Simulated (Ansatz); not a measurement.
This geometry of CH₄BrClO₂Si (10 atoms, charge 0, multiplicity 1) is a first-order saddle point.

Method: RKS PBE0-D4/def2-SVP (Ansatz 0.2.0).

```xyz
10
Properties=species:S:1:pos:R:3
O -1.245 -0.991 0.923
Si 0.133 -0.781 0.040
O 1.455 -0.955 1.015
C 0.149 0.997 -0.705
Cl 0.457 0.943 -2.449
Br -1.500 1.968 -0.296
H -1.905 -0.290 0.844
H 0.271 -1.747 -1.070
H 1.323 -0.797 1.955
H 0.946 1.603 -0.255
```

Problem. Which two structures does it join? (They come from a converged band through this point; their orientation in space is the band's.)

Solution. No bond is made or broken. The dihedral O1–Si2–C4–H10 goes from -171 to 61°.

First end point:

```xyz
10
Properties=species:S:1:pos:R:3
O -1.359 -1.198 0.180
Si 0.239 -0.797 0.068
O 0.972 -0.896 1.536
C 0.303 0.993 -0.591
Cl -0.711 1.087 -2.057
Br -0.319 2.215 0.793
H -1.941 -0.763 -0.453
H 1.018 -1.659 -0.850
H 0.576 -0.378 2.245
H 1.305 1.344 -0.867
```

Last end point:

```xyz
10
Properties=species:S:1:pos:R:3
O -1.099 -0.708 1.265
Si 0.086 -0.725 0.109
O 1.510 -1.053 0.868
C 0.112 1.001 -0.698
Cl 1.295 1.055 -2.012
Br -1.708 1.358 -1.334
H -1.941 -0.317 1.006
H -0.094 -1.708 -0.982
H 1.584 -0.777 1.787
H 0.338 1.822 -0.006
```

Problem. How far does it lie above each of them?

Solution. 0.121 eV above the first and 0.077 eV above the second. This is the barrier of this one path; another mechanism may lie lower.

Run time: 6.2 min on 2 threads of Intel(R) Xeon(R) Platinum 8488C (Sapphire Rapids) (shared host), peak memory 0.41 GiB.
